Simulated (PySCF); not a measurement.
Species: CH8GeOSi.
Geometry (PBE0-D3(BJ)/def2-SVP, Å), atoms numbered from 1 in this order:
```xyz
12
CH8GeOSi angstrom
C      2.2616    0.3862    0.2756
O      0.8885    0.6380    0.2043
Ge    -0.2331   -0.7037   -0.1749
Si    -2.3944    0.2882   -0.1416
H      2.6747   -0.0007   -0.6772
H      2.5211   -0.3401    1.0717
H      2.7812    1.3308    0.5041
H      0.1553   -1.2887   -1.5548
H     -0.0507   -1.8097    0.8933
H     -3.4127   -0.7379   -0.5240
H     -2.4479    1.4169   -1.1174
H     -2.7013    0.7940    1.2293
```

All values: CAM-B3LYP/def2-SVPD (PySCF, non-relativistic), on one gas-phase PBE0-D3(BJ)/def2-SVP geometry that isn't relaxed in the solvent. The solvent is an IEF-PCM continuum (van der Waals radii × 1.2), and excitations are vertical TDDFT with non-equilibrium linear response and a frozen core. The model holds no explicit solvent molecules, cavitation or dispersion. Spin–orbit coupling is left out although an atom past zinc is present.

Gas-phase singlets (H = HOMO, L = LUMO):

```
state  E (eV)  λ (nm)      f  leading configuration
   S1   6.424     193  0.000                H→L 84%
   S2   6.843     181  0.016              H-1→L 84%
   S3   7.280     170  0.039              H→L+1 87%
   S4   7.540     164  0.047              H-2→L 66%
   S5   7.619     163  0.092            H-1→L+1 47%
```

Problem. Give the list for acetonitrile (ε = 35.69), n² = 1.81.

Solution. 
```
state  E (eV)  λ (nm)      f  leading configuration  change by rank (eV)
   S1   6.519     190  0.000                H→L 86%               +0.095
   S2   6.848     181  0.025              H-1→L 85%               +0.005
   S3   7.420     167  0.055              H→L+1 84%               +0.140
   S4   7.592     163  0.153              H-2→L 46%               +0.052
   S5   7.646     162  0.157            H-1→L+1 40%               +0.027
```

Problem. The ground-state energy changes by -0.097 eV from gas to acetonitrile. By how much does the total energy of gas-phase S1 change?

Solution. E(S1) = E(S0) + excitation energy, so it changes by -0.097 + 0.095 = -0.002 eV: it is lowered less than the ground state, which is what a blue shift means. This is the vertical state, with the slow part of the continuum still set for S0.

Problem. How do the frontier levels move from gas to acetonitrile?

Solution. 
```json
{"orbital": "LUMO+2", "gas (eV)": "1.19", "solvent (eV)": "1.27", "change (eV)": "+0.08", "Löwdin shares, gas": "Si4 45 %, Ge3 16 %, H10 12 %, H12 8 %", "Löwdin shares, solvent": "Si4 46 %, Ge3 14 %, H10 11 %, H12 9 %"}
{"orbital": "LUMO+1", "gas (eV)": "0.92", "solvent (eV)": "1.10", "change (eV)": "+0.18", "Löwdin shares, gas": "Ge3 34 %, Si4 20 %, H8 10 %, H9 10 %", "Löwdin shares, solvent": "Ge3 32 %, Si4 21 %, H8 10 %, H9 10 %"}
{"orbital": "LUMO", "gas (eV)": "0.71", "solvent (eV)": "0.81", "change (eV)": "+0.10", "Löwdin shares, gas": "Ge3 32 %, Si4 20 %, H9 9 %, H8 8 %", "Löwdin shares, solvent": "Ge3 32 %, Si4 18 %, O2 9 %, H9 8 %"}
{"orbital": "HOMO", "gas (eV)": "-9.18", "solvent (eV)": "-9.20", "change (eV)": "-0.02", "Löwdin shares, gas": "O2 58 %, C1 12 %, Ge3 9 %, H6 6 %", "Löwdin shares, solvent": "O2 56 %, C1 13 %, Ge3 10 %, H6 6 %"}
{"orbital": "HOMO-1", "gas (eV)": "-9.57", "solvent (eV)": "-9.48", "change (eV)": "+0.09", "Löwdin shares, gas": "Ge3 30 %, Si4 26 %, O2 15 %, H9 8 %", "Löwdin shares, solvent": "Ge3 31 %, Si4 29 %, O2 11 %, H9 8 %"}
{"orbital": "HOMO-2", "gas (eV)": "-10.09", "solvent (eV)": "-10.10", "change (eV)": "-0.01", "Löwdin shares, gas": "O2 44 %, C1 18 %, Ge3 11 %, H7 10 %", "Löwdin shares, solvent": "O2 47 %, C1 19 %, H7 10 %, Ge3 9 %"}
{"orbital": "HOMO-3", "gas (eV)": "-10.98", "solvent (eV)": "-10.86", "change (eV)": "+0.12", "Löwdin shares, gas": "Ge3 22 %, Si4 19 %, H8 12 %, H9 12 %", "Löwdin shares, solvent": "Ge3 21 %, Si4 19 %, H8 12 %, H9 12 %"}
```

The HOMO–LUMO gap goes from 9.89 to 10.01 eV.

Hardware: one thread, AMD EPYC (x86_64), no GPU, shared host. Cost: 40 s wall, 0.82 GiB resident at most. This is the whole response run at CAM-B3LYP/def2-SVPD in acetonitrile, SCF included.
